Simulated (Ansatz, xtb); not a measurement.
# B2FH4Si: where a starting geometry ends

The starting geometry of this gas-phase doublet was built from a drawn formula by distance geometry and a force field; its bonds are those of `[BH]B(F)[SiH3]`.

```yaml
atoms:
  - { symbol: B, position_ang: [-2.3778, -3.5801, 0.6406] }
  - { symbol: B, position_ang: [-1.6681, -2.2675, -0.0978] }
  - { symbol: F, position_ang: [-1.8618, -2.0397, -1.4733] }
  - { symbol: Si, position_ang: [-0.5077, -1.0674, 0.9459] }
  - { symbol: H, position_ang: [-2.2141, -3.7683, 1.8172] }
  - { symbol: H, position_ang: [0.6004, -1.8462, 1.4496] }
  - { symbol: H, position_ang: [-1.2839, -0.4702, 2.0030] }
  - { symbol: H, position_ang: [-0.0560, -0.0406, 0.0753] }
```

Task: Where would you expect an optimisation with r2SCAN-D4/def2-SVP to take it?

Result: It rearranges to `F[B]B[SiH3]`. Contacts that open: B2–Si4 (1.97 → 2.99 Å). Contacts that close: B1–Si4 (3.15 → 2.01 Å).

The energy falls by 2.03 eV over 21 steps:

```
step  E − E(last) (eV)
   1             2.030
   3             0.901
   5             0.813
   8             0.648
  10             0.316
  12             0.059
  14             0.024
  17             0.001
  19             0.000
  21             0.000
```

Final geometry (Å):

```xyz
8

B    -1.7414   -2.7177    0.7243
B    -2.0915   -2.6087   -0.7954
F    -2.2937   -2.3986   -2.0415
Si   -0.5273   -1.2444    1.3578
H    -2.1307   -3.5720    1.4793
H     0.7461   -1.8083    1.9128
H    -1.1815   -0.4508    2.4486
H    -0.1490   -0.2795    0.2745
```

From the same start GFN2-xTB reaches the same bonding as this run.

The end wasn't checked by frequencies. Open shells are spin-unrestricted. Run with Ansatz 0.2.0, 3.5 min on 1 thread of Arm Neoverse V1 (shared host).
